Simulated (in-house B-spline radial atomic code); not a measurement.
Checks on a self-consistent run for Fe5+, [Ne] 3s2 (3p1/2)2 (3p3/2)3 (3d5/2)3 (6g9/2)1. Computed with a B-spline radial code for spherical atoms: Dirac-Hartree-Fock, average of the jj configuration, Fermi nucleus of rms radius 3.7377 fm.

```json
{"orbital": "1s1/2", "q": "2", "ε (Eh)": "-268.08325", "<1/r>": "25.9836", "<r²>": "0.0045899", "small-component weight": "0.0087503"}
{"orbital": "2s1/2", "q": "2", "ε (Eh)": "-36.70567", "<1/r>": "5.62048", "<r²>": "0.0827811", "small-component weight": "0.001629"}
{"orbital": "2p1/2", "q": "2", "ε (Eh)": "-32.05904", "<1/r>": "5.54241", "<r²>": "0.0661498", "small-component weight": "0.0015967"}
{"orbital": "2p3/2", "q": "4", "ε (Eh)": "-31.62116", "<1/r>": "5.43122", "<r²>": "0.0683408", "small-component weight": "0.0015672"}
{"orbital": "3s1/2", "q": "2", "ε (Eh)": "-7.98217", "<1/r>": "1.82591", "<r²>": "0.681772", "small-component weight": "0.0003788"}
{"orbital": "3p1/2", "q": "2", "ε (Eh)": "-6.43549", "<1/r>": "1.71514", "<r²>": "0.731048", "small-component weight": "0.00034277"}
{"orbital": "3p3/2", "q": "3", "ε (Eh)": "-6.53367", "<1/r>": "1.71063", "<r²>": "0.737353", "small-component weight": "0.00034613"}
{"orbital": "3d5/2", "q": "3", "ε (Eh)": "-4.34075", "<1/r>": "1.50174", "<r²>": "0.810596", "small-component weight": "0.00027479"}
{"orbital": "6g9/2", "q": "1", "ε (Eh)": "-0.50051", "<1/r>": "0.167266", "<r²>": "60.2901", "small-component weight": "1.3408e-05"}
```

Electron-electron repulsion V_ee = 397.5545 hartree.

(1) What total energy follows from the eigenvalues?

(2) Does the Dirac virial theorem hold?

(3) What diamagnetic shielding (Lamb formula) and susceptibility (Langevin formula) do the radii give?

Results:

(1) The eigenvalues count the repulsion twice, so E = Σqε - V_ee = -862.140 - 397.555 = -1259.694 hartree; the run printed -1259.694.

(2) For a point nucleus E = -2c²Σq·w, with w the small-component weight. Here Σq·w = 0.03354 and c = 137.0360, so the ratio E/(-2c²Σq·w) is 1.000006; the finite nucleus accounts for the departure from 1.

(3) σ = (α²/3)Σq<1/r> = 112.904/(3·137.036²) = 2004.1 ppm, and χ = -0.79199×10⁻⁶·Σq<r²> = -54.12×10⁻⁶ cm³/mol with Σq<r²> = 68.34 bohr². Both are non-relativistic formulas without the paramagnetism of open shells.
